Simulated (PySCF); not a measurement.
**Simulated characterisation data**

Level of theory: GIAO PBE0/pcSseg-1 shieldings, geometry from GFN2-xTB, in PySCF (a single conformation, rapidly exchanging positions averaged, non-relativistic Hamiltonian, isolated molecule).

Referencing at the same level of theory: $^{1}$H, $^{13}$C vs TMS. Splittings of carbon signals by F and P are missing where no couplings were computed. Where no couplings were computed, multiplicities follow the n + 1 count of equivalent neighbours, and m marks all less simple cases (inequivalent or close neighbours, rings, F or P nearby). Shifts are as computed. Against solution values, carbons near 30 ppm lie about +3 ppm off and those near 130 ppm about +5 ppm. Of 1211 compounds with measured shifts, 218 miss one by over three times the rms of a fit or turn the order of signals round; such compounds aren't used in these exercises.

Compound 1 (C3H11PSi). $^{1}$H NMR (600 MHz, computed): δ 0.88 (m, 2H), 0.20 (m, 9H). $^{13}$C{$^{1}$H} NMR (computed): δ 2.6 (CH3). Structure: `C[Si](C)(C)P`.

Compound 2 (C9H8F2). $^{1}$H NMR (600 MHz, computed): δ 8.07 (m, 1H), 7.80 (m, 1H), 7.77 (m, 1H), 7.71 (m, 1H), 7.58 (m, 1H), 7.14 (m, 1H), 6.03 (m, 1H), 5.80 (m, 1H). $^{13}$C{$^{1}$H} NMR (computed): δ 143.4 (C), 143.2 (CH), 137.6 (C), 136.4 (CH), 133.7 (CH), 132.5 (CH), 130.8 (CH), 126.4 (CH2), 119.8 (CH). Structure: `InChI=1S/C9H8F2/c1-2-7-5-3-4-6-8(7)9(10)11/h2-6,9H,1H2`.
